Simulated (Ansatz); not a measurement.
Ansatz (a program for electronic structure) input (B3LYP-D3(BJ)/def2-TZVP):

Ansatz 0.2 input:
```yaml
crystal:
  periodic: [false, false, false]
  atoms:
    - {symbol: C, position_ang: [-1.53863740, 0.20572835, -0.11101762]}
    - {symbol: C, position_ang: [-0.69635001, -0.96867761, 0.22231126]}
    - {symbol: C, position_ang: [0.51012489, -0.00724737, 0.32748382]}
    - {symbol: C, position_ang: [-0.39496410, 1.14891542, -0.15747486]}
    - {symbol: N, position_ang: [1.59670090, -0.32308161, -0.57116041]}
    - {symbol: H, position_ang: [-2.59156793, 0.37363351, -0.00989634]}
    - {symbol: H, position_ang: [-0.57724836, -1.68997342, -0.59158791]}
    - {symbol: H, position_ang: [-0.95782437, -1.52246078, 1.12933186]}
    - {symbol: H, position_ang: [0.82728425, 0.13529066, 1.37413568]}
    - {symbol: H, position_ang: [-0.45254138, 2.02752785, 0.49245707]}
    - {symbol: H, position_ang: [-0.12480298, 1.48845497, -1.16177649]}
    - {symbol: H, position_ang: [2.05748856, -1.18025436, -0.28420206]}
    - {symbol: H, position_ang: [2.28622822, 0.42118617, -0.57035201]}
basis:
  gaussian:
    orbitals: def2-TZVP
hamiltonian:
  xc: b3lyp
  dispersion: d3bj
magnetization: {spin_polarized: true, initial_magnetization: 1}
relax: {f_tol: 0.002, max_steps: 150}
```

Output:

```
Functional definition: B3LYP
integrals: 0.11 GiB planned
1227 factors; their error is unknown
mean field: 1.37 GiB planned
mean field evaluation 1: about -5754.6717 eV, gradient 5.5e1 eV
mean field evaluation 2: about -5737.6739 eV, gradient 8.1e1 eV
mean field evaluation 4: about -5768.1480 eV, gradient 3.8e0 eV
mean field evaluation 8: about -5768.2121 eV, gradient 8.7e-2 eV
mean field evaluation 16: about -5768.1755 eV, gradient 3.6e-4 eV
mean field -5768.17552857 eV, -211.9765408652 hartree, gradient 7.8e-5 eV, S^2 0.754472; 0 other end points of the search recorded, 0 dependent functions left out
the calculation of the forces begins
reference -5768.17580927 eV, -211.9765511806 hartree; 20, 19 occupied and 183, 184 virtual orbitals, 1227 factors
relax step   1: F+E_penalty+E_count = -5768.61174577 eV  Δ(F+E_penalty+E_count) = +0.000e0 eV  max|allowed force component| = 4.731e-1 eV/Å  Δτ_max = 0.0000 Å  (31 SCF iters, accepted)
these checks for a lower state are left out or cut short: starts, cluster_reference, orbital_swaps, neighbouring_geometries, increment
integrals: 0.11 GiB planned
1227 factors; their error is unknown
mean field: 1.37 GiB planned
mean field -5768.19421526 eV, -211.9772275883 hartree, gradient 1.3e-5 eV, S^2 0.754574; 0 other end points of the search recorded, 0 dependent functions left out
the calculation of the forces begins
reference -5768.19449640 eV, -211.9772379199 hartree; 20, 19 occupied and 183, 184 virtual orbitals, 1227 factors
relax step   2: F+E_penalty+E_count = -5768.62886949 eV  Δ(F+E_penalty+E_count) = -1.712e-2 eV  max|allowed force component| = 1.962e-1 eV/Å  Δτ_max = 0.0219 Å  (34 SCF iters, accepted)
these checks for a lower state are left out or cut short: starts, cluster_reference, orbital_swaps, neighbouring_geometries, increment
integrals: 0.11 GiB planned
1227 factors; their error is unknown
mean field: 1.37 GiB planned
mean field evaluation 32: about -5768.2000 eV, gradient 1.3e-5 eV
mean field -5768.20001221 eV, -211.9774406223 hartree, gradient 1.3e-5 eV, S^2 0.754649; 0 other end points of the search recorded, 0 dependent functions left out
the calculation of the forces begins
reference -5768.20029370 eV, -211.9774509669 hartree; 20, 19 occupied and 183, 184 virtual orbitals, 1227 factors
relax step   3: F+E_penalty+E_count = -5768.63370444 eV  Δ(F+E_penalty+E_count) = -4.835e-3 eV  max|allowed force component| = 7.726e-2 eV/Å  Δτ_max = 0.0215 Å  (34 SCF iters, accepted)
these checks for a lower state are left out or cut short: starts, cluster_reference, orbital_swaps, neighbouring_geometries, increment
integrals: 0.11 GiB planned
1227 factors; their error is unknown
mean field: 1.36 GiB planned
mean field -5768.20186531 eV, -211.9775087224 hartree, gradient 1.3e-5 eV, S^2 0.754673; 0 other end points of the search recorded, 0 dependent functions left out
the calculation of the forces begins
reference -5768.20214691 eV, -211.9775190712 hartree; 20, 19 occupied and 183, 184 virtual orbitals, 1227 factors
relax step   4: F+E_penalty+E_count = -5768.63533635 eV  Δ(F+E_penalty+E_count) = -1.632e-3 eV  max|allowed force component| = 7.014e-2 eV/Å  Δτ_max = 0.0206 Å  (33 SCF iters, accepted)
these checks for a lower state are left out or cut short: starts, cluster_reference, orbital_swaps, neighbouring_geometries, increment
integrals: 0.11 GiB planned
1227 factors; their error is unknown
mean field: 1.37 GiB planned
mean field -5768.20455667 eV, -211.9776076283 hartree, gradient 2.4e-5 eV, S^2 0.754685; 0 other end points of the search recorded, 0 dependent functions left out
the calculation of the forces begins
reference -5768.20483815 eV, -211.9776179724 hartree; 20, 19 occupied and 183, 184 virtual orbitals, 1227 factors
relax step   5: F+E_penalty+E_count = -5768.63792330 eV  Δ(F+E_penalty+E_count) = -2.587e-3 eV  max|allowed force component| = 2.002e-1 eV/Å  Δτ_max = 0.0532 Å  (32 SCF iters, accepted)
these checks for a lower state are left out or cut short: starts, cluster_reference, orbital_swaps, neighbouring_geometries, increment
integrals: 0.11 GiB planned
1227 factors; their error is unknown
mean field: 1.37 GiB planned
mean field -5768.20574958 eV, -211.9776514668 hartree, gradient 1.6e-5 eV, S^2 0.754623; 0 other end points of the search recorded, 0 dependent functions left out
the calculation of the forces begins
reference -5768.20603037 eV, -211.9776617855 hartree; 20, 19 occupied and 183, 184 virtual orbitals, 1227 factors
relax step   6: F+E_penalty+E_count = -5768.63943927 eV  Δ(F+E_penalty+E_count) = -1.516e-3 eV  max|allowed force component| = 2.736e-2 eV/Å  Δτ_max = 0.0379 Å  (33 SCF iters, accepted)
these checks for a lower state are left out or cut short: starts, cluster_reference, orbital_swaps, neighbouring_geometries, increment
integrals: 0.11 GiB planned
1227 factors; their error is unknown
mean field: 1.36 GiB planned
mean field -5768.20565114 eV, -211.9776478492 hartree, gradient 1.3e-5 eV, S^2 0.754619; 0 other end points of the search recorded, 0 dependent functions left out
the calculation of the forces begins
reference -5768.20593188 eV, -211.9776581662 hartree; 20, 19 occupied and 183, 184 virtual orbitals, 1227 factors
relax step   7: F+E_penalty+E_count = -5768.63944304 eV  Δ(F+E_penalty+E_count) = -3.764e-6 eV  max|allowed force component| = 3.797e-2 eV/Å  Δτ_max = 0.0050 Å  (35 SCF iters, accepted)
these checks for a lower state are left out or cut short: starts, cluster_reference, orbital_swaps, neighbouring_geometries, increment
integrals: 0.11 GiB planned
1227 factors; their error is unknown
mean field: 1.37 GiB planned
mean field evaluation 64: about -5768.2058 eV, gradient 5.5e-4 eV
mean field -5768.20577508 eV, -211.9776524039 hartree, gradient 1.3e-5 eV, S^2 0.754620; 0 other end points of the search recorded, 0 dependent functions left out
the calculation of the forces begins
reference -5768.20605584 eV, -211.9776627215 hartree; 20, 19 occupied and 183, 184 virtual orbitals, 1227 factors
relax step   8: F+E_penalty+E_count = -5768.63950825 eV  Δ(F+E_penalty+E_count) = -6.521e-5 eV  max|allowed force component| = 5.652e-3 eV/Å  Δτ_max = 0.0017 Å  (35 SCF iters, accepted)
these checks for a lower state are left out or cut short: starts, cluster_reference, orbital_swaps, neighbouring_geometries, increment
integrals: 0.11 GiB planned
1227 factors; their error is unknown
mean field: 1.37 GiB planned
mean field -5768.20577594 eV, -211.9776524354 hartree, gradient 1.3e-5 eV, S^2 0.754620; 0 other end points of the search recorded, 0 dependent functions left out
the calculation of the forces begins
reference -5768.20605670 eV, -211.9776627531 hartree; 20, 19 occupied and 183, 184 virtual orbitals, 1227 factors
relax step   9: F+E_penalty+E_count = -5768.63951321 eV  Δ(F+E_penalty+E_count) = -4.968e-6 eV  max|allowed force component| = 2.417e-3 eV/Å  Δτ_max = 0.0015 Å  (34 SCF iters, accepted)
these checks for a lower state are left out or cut short: starts, cluster_reference, orbital_swaps, neighbouring_geometries, increment
integrals: 0.11 GiB planned
1227 factors; their error is unknown
mean field: 1.36 GiB planned
mean field -5768.20577532 eV, -211.9776524126 hartree, gradient 1.3e-5 eV, S^2 0.754620; 0 other end points of the search recorded, 0 dependent functions left out
the calculation of the forces begins
reference -5768.20605608 eV, -211.9776627305 hartree; 20, 19 occupied and 183, 184 virtual orbitals, 1227 factors
relax step  10: F+E_penalty+E_count = -5768.63951818 eV  Δ(F+E_penalty+E_count) = -4.966e-6 eV  max|allowed force component| = 2.618e-3 eV/Å  Δτ_max = 0.0038 Å  (35 SCF iters, accepted)
these checks for a lower state are left out or cut short: starts, cluster_reference, orbital_swaps, neighbouring_geometries, increment
integrals: 0.11 GiB planned
1227 factors; their error is unknown
mean field: 1.36 GiB planned
mean field -5768.16200068 eV, -211.9760437242 hartree, gradient 2.1e-5 eV, S^2 0.754618; 0 other end points of the search recorded, 0 dependent functions left out
the calculation of the forces begins
reference -5768.16227871 eV, -211.9760539419 hartree; 20, 19 occupied and 183, 184 virtual orbitals, 1227 factors
relax step  11: F+E_penalty+E_count = -5768.59504232 eV  Δ(F+E_penalty+E_count) = +4.448e-2 eV  max|allowed force component| = 1.383e0 eV/Å  Δτ_max = 0.0257 Å  (33 SCF iters, rejected (line search))
these checks for a lower state are left out or cut short: starts, cluster_reference, orbital_swaps, neighbouring_geometries, increment
integrals: 0.11 GiB planned
1227 factors; their error is unknown
mean field: 1.37 GiB planned
mean field -5768.20576462 eV, -211.9776520196 hartree, gradient 1.3e-5 eV, S^2 0.754621; 0 other end points of the search recorded, 0 dependent functions left out
the calculation of the forces begins
reference -5768.20604538 eV, -211.9776623374 hartree; 20, 19 occupied and 183, 184 virtual orbitals, 1227 factors
relax step  12: F+E_penalty+E_count = -5768.63952010 eV  Δ(F+E_penalty+E_count) = -1.924e-6 eV  max|allowed force component| = 1.218e-3 eV/Å  Δτ_max = 0.0030 Å  (35 SCF iters, accepted)
integrals: 0.11 GiB planned
1227 factors; their error is unknown
mean field: 1.37 GiB planned
mean field evaluation 96: about -5768.2388 eV, gradient 4.9e-1 eV
mean field -5768.20576462 eV, -211.9776520196 hartree, gradient 1.3e-5 eV, S^2 0.754621; 1 other end points of the search recorded, 0 dependent functions left out
the calculation of the forces begins
reference -5768.20604538 eV, -211.9776623374 hartree; 20, 19 occupied and 183, 184 virtual orbitals, 1227 factors
Total energy: -5768.63980087 eV, -211.9936025573 hartree
Atom 0 at    -1.559063     0.226839    -0.009583 Å, force    -0.000578    -0.000026    -0.000599 eV/Å
Atom 1 at    -0.702350    -0.972864     0.249336 Å, force    -0.000099    -0.000151     0.001218 eV/Å
Atom 2 at     0.517823    -0.007551     0.332490 Å, force    -0.000208    -0.000109    -0.000743 eV/Å
Atom 3 at    -0.398149     1.163391    -0.133826 Å, force    -0.000025     0.000582     0.001073 eV/Å
Atom 4 at     1.605217    -0.325873    -0.578990 Å, force     0.001174    -0.000153     0.000054 eV/Å
Atom 5 at    -2.622642     0.352083    -0.155703 Å, force     0.000236    -0.000024     0.000025 eV/Å
Atom 6 at    -0.617725    -1.663786    -0.599254 Å, force     0.000142     0.000317     0.000004 eV/Å
Atom 7 at    -0.918259    -1.564331     1.145179 Å, force    -0.000181     0.000012    -0.000274 eV/Å
Atom 8 at     0.835720     0.133777     1.372826 Å, force    -0.000128    -0.000036    -0.000279 eV/Å
Atom 9 at    -0.402202     2.059679     0.495170 Å, force    -0.000191    -0.000055    -0.000257 eV/Å
Atom 10 at    -0.171006     1.473311    -1.161928 Å, force     0.000049    -0.000321     0.000111 eV/Å
Atom 11 at     2.075092    -1.177786    -0.291116 Å, force    -0.000101    -0.000003    -0.000172 eV/Å
Atom 12 at     2.301435     0.412153    -0.576348 Å, force    -0.000089    -0.000034    -0.000161 eV/Å
Dipole moment:     0.189819     0.010299     0.208043 e Å
```

It need not be the lowest isomer of its formula.
